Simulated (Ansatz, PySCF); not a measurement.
Reaction (SMILES): [SiH2][AsH2] -> [SiH3][AsH]
Each molecule is optimised on its own at B3LYP-D3(BJ)/def2-TZVP (Ansatz, a quantum-chemistry and plane-wave program), one conformer each, not searched for the lowest.

Property: isomerisation energy (enthalpy at 298 K, with B3LYP-D3(BJ) rigid-rotor harmonic-oscillator terms from PySCF), in kcal/mol. Cores are frozen in the correlated levels unless marked. Open shells are spin-unrestricted. No spin-orbit coupling. Frozen are the shells of the preceding noble gas and the d and f shells that filled before the atom's block. No relativistic terms. CBS(X,Y): correlation extrapolated as X^-3; Hartree-Fock from the larger set. [CCSD(T)-MP2]/basis is that difference in the basis named.

RI-MP2/CBS(def2-TZVPPD,def2-QZVPPD)+[CCSD(T)-MP2]/def2-TZVPPD (Ansatz) gives -15.2 kcal/mol.

**Question.** Another calculation gave -12.7 kcal/mol. Which level was it?
(A) MN15/def2-TZVPD (PySCF)
(B) HF/def2-TZVPD (PySCF)
(C) B97M-V/def2-TZVPD (Ansatz)
(D) SVWN5/def2-TZVPD (Ansatz)

**Answer.** C, B97M-V/def2-TZVPD (Ansatz). The others give -9.0 (SVWN5), -16.0 (MN15), -18.5 (HF) kcal/mol.
